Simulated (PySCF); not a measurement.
Species: Me3Si(SMe), C4H12SSi.
SMILES: `CS[Si](C)(C)C`

Torsions of this conformer, `[CH3:1][S:2][Si:3]([CH3:4])([CH3:5])[CH3:6]`: C1–S2–Si3–C4 -60°.

The closed-shell ground state was solved at several levels (PySCF, density fitting, gas phase, non-relativistic). Isolated species at its PBE0-D3(BJ)/def2-TZVP geometry, gas phase.

```json
{"level": "PBE0/pcSseg-2", "basis functions": "398", "HOMO (eV)": "-6.55", "LUMO (eV)": "0.28", "gap (eV)": "6.83", "dipole (D)": "1.80"}
{"level": "KT3/pcSseg-2", "basis functions": "398", "HOMO (eV)": "-5.45", "LUMO (eV)": "-0.63", "gap (eV)": "4.82", "dipole (D)": "1.67"}
{"level": "wB97X-D/pcSseg-2", "basis functions": "398", "HOMO (eV)": "-8.39", "LUMO (eV)": "1.96", "gap (eV)": "10.35", "dipole (D)": "1.84"}
```

Task: Estimate the row for B97-2/pcSseg-2, a basis of 398 functions; the other rows only guide the guess.

Result: HOMO -6.30 eV, LUMO 0.31 eV, gap 6.61 eV, dipole 1.79 D.

Task: Over all these levels, which gives the widest orbital gap and which the narrowest?

Result: wB97X-D/pcSseg-2 (range-separated hybrid) has the widest, 10.35 eV, and KT3/pcSseg-2 (GGA) the narrowest, 4.82 eV. From the narrowest to the widest the HOMO moves by -2.94 eV and the LUMO by +2.59 eV.

Task: In the pcSseg-2 basis, how does the gap go with the fixed share of exact exchange?

Result: KT3 (0 %) 4.82 eV; B97-2 (21 %) 6.61 eV; PBE0 (25 %) 6.83 eV. Each rise in the share widens the gap here.

Task: How far do the dipole and the HOMO energy spread over the levels?

Result: The dipole runs from 1.67 to 1.84 D (mean 1.77 D) and the HOMO from -8.39 to -5.45 eV.
